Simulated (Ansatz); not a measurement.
TaNF3H⁺, that is Ta(NH)F3 with one electron fewer. The state is a doublet with charge 1. Geometry r2SCAN-D4/def2-SVP; atoms count from 1.

| atom | x (Å) | y (Å) | z (Å) |
| --- | --- | --- | --- |
| Ta1 | -0.511 | 0.118 | 0.085 |
| N2 | 1.331 | -0.289 | -0.121 |
| H3 | 2.329 | -0.510 | -0.234 |
| F4 | -0.788 | 0.495 | 1.853 |
| F5 | -1.464 | -1.317 | -0.536 |
| F6 | -0.897 | 1.504 | -1.048 |

In the def2 sets Ta takes a core potential; there is no spin–orbit coupling.

Estimate the Mulliken populations from the PBE0/def2-TZVP orbitals of Ansatz.


| atom | charge (e) | spin (α − β) | d electrons |
| --- | --- | --- | --- |
| Ta1 | 1.82 | 0.01 | 2.37 |
| N2 | -0.39 | 0.97 | – |
| H3 | 0.34 | -0.02 | – |
| F4 | -0.25 | 0.03 | – |
| F5 | -0.26 | 0.01 | – |
| F6 | -0.26 | 0.01 | – |
Mulliken values depend strongly on the basis.

Where does the spin sit?

Summed by element: Ta 0.01, N 0.97, H -0.02, F 0.04, of 1 unpaired in all. Largest on single atoms: N2 0.97, F4 0.03, H3 -0.02.

And the Mayer bond orders between heavy atoms (over 0.3)?

Ta1–N2 1.39 (1.90 Å); Ta1–F4 1.19 (1.83 Å); Ta1–F5 1.17 (1.83 Å); Ta1–F6 1.17 (1.83 Å).
